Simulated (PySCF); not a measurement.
PySCF input file for C₃H₁₂Si₃, SMILES [SiH3]C[C@H]1C[SiH2][SiH2]1, TDA-ωB97X/def2-SVPD. Coordinates come from a PBE-D3(BJ)/def2-SVP optimisation. The structure was generated by enumeration; whether it is a known compound was not checked. Other conformers were not sampled.

```python
import numpy as np
from pyscf import gto, scf, dft, tdscf

mol = gto.M(
    atom='''
    Si    2.92062010    0.24365263   -0.48357313
    C     1.51252913   -0.50605959    0.55726135
    C     0.14317178    0.16362208    0.36592402
    C    -0.44698550    0.13799561   -1.08228661
    Si   -2.31378376    0.38410994   -0.66301402
    Si   -1.41429184   -0.53709239    1.29300624
    H     2.71565816   -0.00027575   -1.95498921
    H     4.24239575   -0.36148485   -0.08817076
    H     2.98639577    1.73274131   -0.25859597
    H     1.44808074   -1.59122426    0.31912624
    H     1.82589924   -0.44839011    1.62283785
    H     0.20950911    1.23001929    0.68465996
    H    -0.32848548   -0.87885076   -1.51896174
    H     0.02660315    0.85274986   -1.78808488
    H    -3.31838919   -0.30436609   -1.54736630
    H    -2.67767615    1.84113829   -0.54171877
    H    -1.40342741   -2.04615218    1.27460737
    H    -1.67447939   -0.06863609    2.70139660
    ''',
    basis='def2-SVPD',
    charge=0,
    spin=0,
    max_memory=1600,
    verbose=4,
)
mf = dft.RKS(mol, xc='wb97x').density_fit(auxbasis='def2-universal-jkfit')
mf.grids.level = 3
mf.conv_tol = 1e-9
mf.max_cycle = 100
mf.kernel()
mf.grids = dft.Grids(mol).set(level=1).build(with_non0tab=True)  # coarser grid for the response kernel
td = tdscf.TDA(mf)
td.singlet = True
td.nstates = 6
td.conv_tol = 1e-4
td.positive_eig_threshold = 1e-6
td.kernel(x0=td.get_init_guess(mf, 11))
td.analyze()
tt = tdscf.TDA(mf)
tt.singlet = False
tt.nstates = 2
tt.conv_tol = 1e-4
tt.positive_eig_threshold = 1e-6
tt.kernel(x0=tt.get_init_guess(mf, 7))
tt.analyze(verbose=3)
```

Program output:

```
PySCF version 2.14.0

[INPUT] verbose = 4
[INPUT] num. atoms = 18
[INPUT] num. electrons = 72
[INPUT] charge = 0
[INPUT] spin (= nelec alpha-beta = 2S) = 0
[INPUT] symmetry False subgroup None
[INPUT] Mole.unit = angstrom
[INPUT] Symbol           X                Y                Z      unit          X                Y                Z       unit  Magmom
[INPUT]  1 Si     2.920620100000   0.243652630000  -0.483573130000 AA    5.519172102900   0.460436740230  -0.913820776899 Bohr   0.0
[INPUT]  2 C      1.512529130000  -0.506059590000   0.557261350000 AA    2.858265811127  -0.956314027810   1.053071331305 Bohr   0.0
[INPUT]  3 C      0.143171780000   0.163622080000   0.365924020000 AA    0.270555452966   0.309200919132   0.691496180200 Bohr   0.0
[INPUT]  4 C     -0.446985500000   0.137995610000  -1.082286610000 AA   -0.844680176652   0.260773909292  -2.045225281184 Bohr   0.0
[INPUT]  5 Si    -2.313783760000   0.384109940000  -0.663014020000 AA   -4.372417617866   0.725862588323  -1.252914914547 Bohr   0.0
[INPUT]  6 Si    -1.414291840000  -0.537092390000   1.293006240000 AA   -2.672624237807  -1.014957520688   2.443427670954 Bohr   0.0
[INPUT]  7 H      2.715658160000  -0.000275750000  -1.954989210000 AA    5.131850170340  -0.000521091979  -3.694394183380 Bohr   0.0
[INPUT]  8 H      4.242395750000  -0.361484850000  -0.088170760000 AA    8.016966079519  -0.683107364679  -0.166618588595 Bohr   0.0
[INPUT]  9 H      2.986395770000   1.732741310000  -0.258595970000 AA    5.643470104860   3.274406520620  -0.488675560216 Bohr   0.0
[INPUT] 10 H      1.448080740000  -1.591224260000   0.319126240000 AA    2.736476004858  -3.006978054164   0.603061192762 Bohr   0.0
[INPUT] 11 H      1.825899240000  -0.448390110000   1.622837850000 AA    3.450449494651  -0.847334504864   3.066719081078 Bohr   0.0
[INPUT] 12 H      0.209509110000   1.230019290000   0.684659960000 AA    0.395914838501   2.324399586032   1.293819812856 Bohr   0.0
[INPUT] 13 H     -0.328485480000  -0.878850760000  -1.518961740000 AA   -0.620747593096  -1.660787240766  -2.870421682293 Bohr   0.0
[INPUT] 14 H      0.026603150000   0.852749860000  -1.788084880000 AA    0.050272667551   1.611463688161  -3.378990710676 Bohr   0.0
[INPUT] 15 H     -3.318389190000  -0.304366090000  -1.547366300000 AA   -6.270846743817  -0.575168551705  -2.924098521382 Bohr   0.0
[INPUT] 16 H     -2.677676150000   1.841138290000  -0.541718770000 AA   -5.060074573780   3.479247125550  -1.023700111836 Bohr   0.0
[INPUT] 17 H     -1.403427410000  -2.046152180000   1.274607370000 AA   -2.652093440608  -3.866667229382   2.408658845652 Bohr   0.0
[INPUT] 18 H     -1.674479390000  -0.068636090000   2.701396600000 AA   -3.164307448329  -0.129703412361   5.104899727831 Bohr   0.0

nuclear repulsion = 422.861305992674
number of shells = 102
number of NR pGTOs = 336
number of NR cGTOs = 228
basis = def2-SVPD
ecp = {}


[settings echo left out]
init E= -989.745657668644
  HOMO = -0.268627243240914  LUMO = 0.00724181887490971  gap/eV = 7.50678
cycle= 1 E= -989.568825310247  delta_E= 0.177  |g|= 0.254  |ddm|= 5.02
  HOMO = -0.348912966829333  LUMO = 0.0540574797221973  gap/eV = 10.96538
cycle= 2 E= -989.59187507584  delta_E= -0.023  |g|= 0.115  |ddm|= 0.779
  HOMO = -0.350822673770701  LUMO = 0.0611145418639949  gap/eV = 11.20938
cycle= 3 E= -989.595540105313  delta_E= -0.00367  |g|= 0.0542  |ddm|= 0.286
  HOMO = -0.345479503057827  LUMO = 0.064646575226365  gap/eV = 11.16010
cycle= 4 E= -989.59643585668  delta_E= -0.000896  |g|= 0.00997  |ddm|= 0.132
  HOMO = -0.348206624577374  LUMO = 0.063920897388714  gap/eV = 11.21456
cycle= 5 E= -989.596470564475  delta_E= -3.47e-05  |g|= 0.00259  |ddm|= 0.0311
  HOMO = -0.348053395115259  LUMO = 0.0640070035857301  gap/eV = 11.21273
cycle= 6 E= -989.596473071182  delta_E= -2.51e-06  |g|= 0.000893  |ddm|= 0.00917
  HOMO = -0.348042051234213  LUMO = 0.06404784206743  gap/eV = 11.21354
cycle= 7 E= -989.596473429331  delta_E= -3.58e-07  |g|= 0.000187  |ddm|= 0.00299
  HOMO = -0.348054709502899  LUMO = 0.0640574402943268  gap/eV = 11.21414
cycle= 8 E= -989.596473456215  delta_E= -2.69e-08  |g|= 5.03e-05  |ddm|= 0.00088
  HOMO = -0.34804907441736  LUMO = 0.064061297203736  gap/eV = 11.21409
cycle= 9 E= -989.596473458288  delta_E= -2.07e-09  |g|= 1.34e-05  |ddm|= 0.00028
  HOMO = -0.348051125031907  LUMO = 0.0640592771281328  gap/eV = 11.21410
cycle= 10 E= -989.596473458403  delta_E= -1.15e-10  |g|= 4.82e-06  |ddm|= 7.06e-05
  HOMO = -0.348050764275449  LUMO = 0.0640595729782114  gap/eV = 11.21409
Extra cycle  E= -989.596473458412  delta_E= -9.55e-12  |g|= 3.05e-06  |ddm|= 2.32e-05
converged SCF energy = -989.596473458412
tot grids = 64440
Overwritten attributes  positive_eig_threshold  of <class 'pyscf.tdscf.rks.TDA'>


******** <class 'pyscf.tdscf.rks.TDA'> for <class 'pyscf.df.df_jk.DFRKS'> ********
nstates = 6 singlet
deg_eia_thresh = 1.000e-03
wfnsym = None
conv_tol = 0.0001
eigh lindep = 1e-12
eigh level_shift = 0
eigh max_cycle = 100


Excitation energies (eV)
[6.64576727 6.68788812 6.88432578 6.96778905 7.26723088 7.39056869]

** Singlet excitation energies and oscillator strengths **
Excited State   1:      6.64577 eV    186.56 nm  f=0.0713
      35 -> 37       -0.19953
      35 -> 38        0.15306
      35 -> 41       -0.10423
      36 -> 37       -0.24425
      36 -> 38        0.51214
      36 -> 39       -0.10402
      36 -> 41       -0.19023
Excited State   2:      6.68789 eV    185.39 nm  f=0.0418
      35 -> 37       -0.11144
      35 -> 39       -0.11117
      35 -> 40        0.10752
      36 -> 38       -0.10536
      36 -> 39       -0.45004
      36 -> 40        0.44389
Excited State   3:      6.88433 eV    180.10 nm  f=0.1474
      35 -> 37        0.15011
      36 -> 37       -0.61956
      36 -> 38       -0.17655
Excited State   4:      6.96779 eV    177.94 nm  f=0.1758
      35 -> 37       -0.55699
      35 -> 38        0.11425
      36 -> 38       -0.28306
      36 -> 40       -0.11051
Excited State   5:      7.26723 eV    170.61 nm  f=0.0362
      35 -> 38        0.28300
      35 -> 39        0.39876
      35 -> 40       -0.40011
      35 -> 41       -0.11008
      36 -> 40        0.11190
Excited State   6:      7.39057 eV    167.76 nm  f=0.0262
      35 -> 38       -0.16460
      35 -> 39        0.15556
      36 -> 39        0.37594
      36 -> 40        0.44317
      36 -> 41       -0.22006

** Transition electric dipole moments (AU) **
state          X           Y           Z        Dip. S.      Osc.
  1         0.5793      0.0652     -0.3131      0.4378      0.0713
  2         0.2746      0.4147      0.0878      0.2551      0.0418
  3        -0.4374      0.4079     -0.7183      0.8737      0.1474
  4        -0.6357      0.2563     -0.7482      1.0296      0.1758
  5         0.3873     -0.1508     -0.1748      0.2033      0.0362
  6        -0.3733      0.0721     -0.0102      0.1446      0.0262

** Transition velocity dipole moments (imaginary part, AU) **
state          X           Y           Z        Dip. S.      Osc.
  1         0.1133      0.0113     -0.0448      0.0150      0.0408
  2         0.0488      0.0374     -0.0176      0.0041      0.0111
  3        -0.0977      0.0553     -0.1105      0.0248      0.0653
  4        -0.1159      0.0452     -0.1044      0.0264      0.0686
  5         0.0738     -0.0076     -0.0147      0.0057      0.0143
  6        -0.0873      0.0118      0.0028      0.0078      0.0191

** Transition magnetic dipole moments (imaginary part, AU) **
state          X           Y           Z
  1        -0.0481      0.3454      0.2057
  2         0.1652     -0.3417      0.5106
  3         0.2482      1.6141      1.0295
  4        -0.1581      2.7609      0.7503
  5        -0.1920      0.1367     -0.3404
  6         0.0956      0.3201      0.3140


******** <class 'pyscf.tdscf.rks.TDA'> for <class 'pyscf.df.df_jk.DFRKS'> ********
nstates = 2 triplet
deg_eia_thresh = 1.000e-03
wfnsym = None
conv_tol = 0.0001
eigh lindep = 1e-12
eigh level_shift = 0
eigh max_cycle = 100


Excitation energies (eV)
[5.73918442 5.82718419]

** Triplet excitation energies and oscillator strengths **
Excited State   1:      5.73918 eV    216.03 nm  f=0.0000
Excited State   2:      5.82718 eV    212.77 nm  f=0.0000
```

Self-consistency was reached.

Cost: around 10 core-minutes (rough).
